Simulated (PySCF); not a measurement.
**Two-photon absorption: 3-bromopropyne (SMILES C#CCBr)**

Geometry (Å), atoms numbered from 1 in this order:
```xyz
7

C     1.6412   -0.5198    0.3199
C     0.5031   -0.2329    0.0725
C    -0.8634    0.0939   -0.2306
Br   -1.2953    1.9457    0.2321
H     2.6526   -0.7685    0.5390
H    -1.5607   -0.5211    0.3352
H    -1.0742   -0.0004   -1.2943
```

Method: PySCF, TDDFT CAM-B3LYP/aug-cc-pVTZ excited states, vertical, gas phase. Geometry: PBE0-D3(BJ)/def2-TZVP.

The calculation is non-relativistic, which matters for the atoms heavier than Zn.

Question: Give the one- and two-photon strengths of the lowest singlets.

Answer: δ for parallel linear polarisation; σ at the peak of a Lorentzian of half width 0.1 eV, single beam; Ω is circular over linear.
```
state  E (eV)      f  photon λ (nm)  δ (au)  σ (GM)     Ω                                  main
   S1    5.55  0.000            447    0.59    0.01  1.50                      HOMO−1→LUMO 0.84
   S2    5.69  0.016            436    9.51    0.11  0.76      HOMO→LUMO 0.70, HOMO−3→LUMO 0.17
   S3    5.97  0.001            415    0.91    0.01  1.50  HOMO−2→LUMO 0.74, HOMO−2→LUMO+1 0.09
   S4    6.37  0.075            389    77.8    1.16  0.52                      HOMO−3→LUMO 0.52
   S5    6.73  0.001            369    1.82    0.03  1.50  HOMO→LUMO+5 0.33, HOMO−3→LUMO+5 0.18
   S6    7.00  0.043            354    6.36    0.11  1.50                    HOMO−1→LUMO+1 0.75
```

Among these, the strongest one-photon state is S4, the strongest two-photon state S4, with a dipole change of 1.8 D (relaxed, norm of the difference vector).
